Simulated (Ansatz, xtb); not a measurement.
**Two isomers of C4H7NOSi**

Structure a: `Nc1coc([SiH3])c1`, a singlet. Structure b: `Nc1occc1[SiH3]`, a singlet. Both are isolated molecules in the gas phase, relaxed with r2SCAN-D4/def2-SVP; the shapes shown needn't be the lowest conformers.

a (Å):

```yaml
atoms:
  - { symbol: C, position_ang: [-3.2100, -0.6079, -2.0609] }
  - { symbol: C, position_ang: [-2.8024, 0.5376, -1.4117] }
  - { symbol: C, position_ang: [-1.8706, -1.1339, -0.3130] }
  - { symbol: C, position_ang: [-2.6008, -1.6887, -1.3426] }
  - { symbol: N, position_ang: [-4.0878, -0.7315, -3.1328] }
  - { symbol: O, position_ang: [-2.0005, 0.2240, -0.3560] }
  - { symbol: Si, position_ang: [-0.8216, -1.8859, 1.0313] }
  - { symbol: H, position_ang: [-3.8856, -1.5246, -3.7333] }
  - { symbol: H, position_ang: [-4.1863, 0.1133, -3.6867] }
  - { symbol: H, position_ang: [-3.0022, 1.5949, -1.5686] }
  - { symbol: H, position_ang: [0.5879, -1.3959, 0.9591] }
  - { symbol: H, position_ang: [-0.8457, -3.3643, 0.8306] }
  - { symbol: H, position_ang: [-1.3561, -1.5585, 2.3873] }
  - { symbol: H, position_ang: [-2.7002, -2.7521, -1.5606] }
```

b (Å):

```json
{"atom": "C", "x (Å)": "-2.8465", "y (Å)": "-0.8512", "z (Å)": "-1.8481"}
{"atom": "C", "x (Å)": "-1.5678", "y (Å)": "0.9314", "z (Å)": "-1.7812"}
{"atom": "C", "x (Å)": "-1.2225", "y (Å)": "0.1735", "z (Å)": "-0.7073"}
{"atom": "C", "x (Å)": "-2.0558", "y (Å)": "-1.0124", "z (Å)": "-0.7211"}
{"atom": "N", "x (Å)": "-3.7824", "y (Å)": "-1.6497", "z (Å)": "-2.4548"}
{"atom": "O", "x (Å)": "-2.5699", "y (Å)": "0.3031", "z (Å)": "-2.4891"}
{"atom": "Si", "x (Å)": "-2.0775", "y (Å)": "-2.4232", "z (Å)": "0.4723"}
{"atom": "H", "x (Å)": "-4.4732", "y (Å)": "-1.1483", "z (Å)": "-3.0045"}
{"atom": "H", "x (Å)": "-4.1872", "y (Å)": "-2.3565", "z (Å)": "-1.8504"}
{"atom": "H", "x (Å)": "-1.2437", "y (Å)": "1.8885", "z (Å)": "-2.1793"}
{"atom": "H", "x (Å)": "-0.4626", "y (Å)": "0.4227", "z (Å)": "0.0329"}
{"atom": "H", "x (Å)": "-3.3474", "y (Å)": "-3.1974", "z (Å)": "0.2767"}
{"atom": "H", "x (Å)": "-2.0317", "y (Å)": "-1.9399", "z (Å)": "1.8863"}
{"atom": "H", "x (Å)": "-0.9416", "y (Å)": "-3.3806", "z (Å)": "0.2890"}
```

Task: Estimate which is lower in electronic energy at CCSD(T)/def2-SVP + ΔMP2/def2-TZVPP, and by roughly how much.

Result: The CCSD(T)/def2-SVP + ΔMP2/def2-TZVPP calculation puts structure b lower, by 0.291 eV.

Level by level:

| level | geometry | E(b) − E(a) (eV) | departure from the last row (eV) | job, with rough time for the two |
| --- | --- | --- | --- | --- |
| GFN2-xTB | GFN2-xTB | −0.111 | +0.180 | optimisation, 0.51 s |
| HF/STO-3G | GFN2-xTB | −0.104 | +0.187 | single point, 1.5 s |
| r2SCAN-D4/def2-SVP//GFN2-xTB | GFN2-xTB | −0.302 | −0.011 | single point, 11 s |
| r2SCAN-D4/def2-SVP | r2SCAN-D4/def2-SVP | −0.315 | −0.024 | optimisation, 2.8 min |
| HF/def2-SVP | r2SCAN-D4/def2-SVP | −0.391 | −0.100 | part of the CCSD(T) run |
| MP2/def2-SVP | r2SCAN-D4/def2-SVP | −0.282 | +0.008 | part of the CCSD(T) run |
| CCSD(T)/def2-SVP | r2SCAN-D4/def2-SVP | −0.294 | −0.004 | single point |
| CCSD(T)/def2-SVP + ΔMP2/def2-TZVPP | r2SCAN-D4/def2-SVP | −0.291 |  | single point, 3.8 min |

As drawn, both hold the same kinds of bond in the same numbers.

None of the levels shown reverses the order. The largest departure from CCSD(T)/def2-SVP + ΔMP2/def2-TZVPP is that of HF/STO-3G, 0.187 eV. The last row adds to CCSD(T) the change of the MP2 difference between the two basis sets, here +0.004 eV.

With thermal terms from frequencies at re-optimised GFN2-xTB minima (ideal gas, soft modes damped towards free rotors, one conformer each, 298.15 K, 1 atm): the zero-point term adds −0.001 eV; ΔH is −0.294 and ΔG −0.287 eV.

The correlated steps freeze 11 core orbitals. Run with Ansatz 0.2.0, xtb 6.7.1; the last row on 2 threads of AMD EPYC (Zen 3) on a shared host.
